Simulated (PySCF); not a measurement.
# What a mistake does to a calculation on AlBH4NO anion

All numbers below are calculated, not measured. They come from PySCF 2.14.0, an open-source quantum chemistry program, on an isolated molecule that a program drew, which may never have been made. The molecule is AlBH4NO anion (charge -1, singlet), drawn as the SMILES string `[NH2][AlH][BH][O-]`.

Each row is a Hartree-Fock (HF) and frozen-core CCSD(T) single point in the aug-cc-pV(D+d)Z basis, meant for a local HF minimum. Run 1 is clean. Each other run has one planted mistake out of seven kinds, and not every kind appears here: one electron removed, one electron added, multiplicity raised by two, geometry at a saddle point, minimal basis STO-3G, one bond length entered in bohr, all coordinates scaled. The reference is restricted for singlets and unrestricted otherwise, and also for a bond in bohr. Adding or removing an electron swaps singlet and doublet. Electrons count all cores. HOMO and LUMO are orbital energies over both spins, the gradient is its largest component, and the lowest frequency (negative if imaginary) is given only where the gradient is small. Bond lengths are over the 7 bonds as drawn. T1 is the CCSD diagnostic: over 0.02 (restricted) or 0.045 (unrestricted) a single reference is doubtful.

Geometry of the clean run:
```xyz
8
AlBH4NO anion, angstrom
N    -0.7244   -0.5755   -2.1189
Al   -0.4644    0.8908   -1.0873
B     0.2389    0.5461    1.0219
O     0.3902   -0.6868    1.2905
H    -1.0316   -0.6046   -3.0685
H    -0.5619   -1.4976   -1.7663
H    -0.8423    2.1777   -2.0444
H     0.4429    1.5015    1.8029
```

```
run,electrons,basis functions,<S^2>,HOMO (eV),LUMO (eV),gradient (hartree/bohr),lowest frequency (cm^-1),mean bond (Å),longest bond (Å),T1,HF (hartree),CCSD(T) (hartree),mistake
1,38,137,0.000,-2.62,3.07,2.4e-05,76,1.4614,2.250,0.0193,-398.32560,-398.93710,no fault
2,38,137,2.060,-0.19,3.16,2.7e-02,-,1.4614,2.250,0.0362,-398.28083,-398.87566,multiplicity raised by two
3,37,137,0.797,-10.12,0.51,3.3e-02,-,1.4614,2.250,0.0442,-398.28989,-398.86507,one electron removed
4,38,137,0.541,-2.32,3.26,3.0e-02,-,1.6708,3.114,0.0593,-398.24570,-398.86415,one bond length entered in bohr
5,38,137,0.000,-1.96,3.08,1.7e-01,-,1.3547,2.086,0.0173,-398.27813,-398.87613,?
```

**Which mistake was planted in run 5, and what did it cost?**

The mean and the longest bond both change by the same factor, 0.927, and the gradient is no longer small. So the mistake is: all coordinates scaled. Subtracting run 1 and multiplying by 627.51 kcal/mol a hartree, the energy moved by 29.8 kcal/mol in HF and 38.3 kcal/mol in CCSD(T).

Cautions from the logs. Run 4: T1 is over the limit, so its CCSD(T) energy is less reliable.
